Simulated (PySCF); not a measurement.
## From a computed spectrum to the compound

A species of 10 atoms with charge 0 has these harmonic modes (PBE, small Gaussian bases with core potentials, PySCF 2.14.0):

```tsv
cm⁻¹	km/mol	symmetry
50	8.4	a2
55	4.5	e
55	4.5	e
64	0.0	a1
69	0.2	e
69	0.2	e
216	0.0	a2
253	5.0	a2
268	4.3	e
268	4.3	e
275	0.0	a1
275	9.8	e
275	9.8	e
309	44.7	e
309	44.7	e
840	33.8	e
840	33.8	e
853	0.0	a1
1197	8.2	e
1197	8.2	e
1224	808.8	a2
1296	31.1	e
1296	31.1	e
1300	0.0	a1
```

Task: Which species is it, and in which structure?

Result: Lu(NO2)3 (singlet in the valence; each metal's 4f electrons, 14 of them, lie in its core potential, out of spins and levels):
```xyz
10

Lu    0.0000    0.0000    0.0000
O     2.0363    0.1435    1.0509
O     2.0363   -0.1435   -1.0509
N     2.7492    0.0000    0.0000
O    -1.1424    1.6918    1.0509
O    -0.8939    1.8352   -1.0509
N    -1.3746    2.3809    0.0000
O    -0.8939   -1.8352    1.0509
O    -1.1424   -1.6918   -1.0509
N    -1.3746   -2.3809    0.0000
```
Ideal gas at 298.15 K and 1 bar: S = 467.5 J/(mol K), Cp = 159.4 J/(mol K), H − H(0 K) = 34.3 kJ/mol (rigid rotor, harmonic modes, spin degeneracy alone, that of the 4f electrons in the core included; the modes under 60 cm⁻¹ make these uncertain). An lcecp potential fixes the number of 4f electrons, so in runs with it no electron can move into or out of that shell.
 Other answers can fit too; this one was computed.
